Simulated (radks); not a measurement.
Coherent X-ray form factor from a spherical all-electron density. Calculated with a radial shooting solver on a logarithmic mesh with Libxc functionals: scalar-relativistic Kohn-Sham, Wu-Cohen GGA, spin-polarised, spherical densities, finite nucleus; Fermi nuclear charge, rms radius of each element as measured or else 0.836 A^(1/3) + 0.57 fm.

| sin(theta)/lambda (1/angstrom) | f0 (electrons) |
|---|---|
| 0.05 | 52.383 |
| 0.1 | 50.653 |
| 0.15 | 48.125 |
| 0.2 | 45.187 |
| 0.25 | 42.183 |
| 0.3 | 39.339 |
| 0.4 | 34.452 |
| 0.5 | 30.511 |
| 0.6 | 27.202 |
| 0.8 | 22.017 |
| 1 | 18.547 |
| 1.25 | 15.706 |
| 1.5 | 13.450 |
| 2 | 9.518 |

The species is in the configuration that NIST lists as its ground one. Which atom or ion scatters so?

Answer. The lanthanum ion La4+, [Kr] 4d10 5s2 5p5. Extrapolating in s^2 from the first two rows gives f0(0) = 53.0, near the electron count 53; among species with that count, the fall with angle is slower the higher Z, and the table is that of Z = 57; from so few rows the species is fixed only to a neighbour or two.
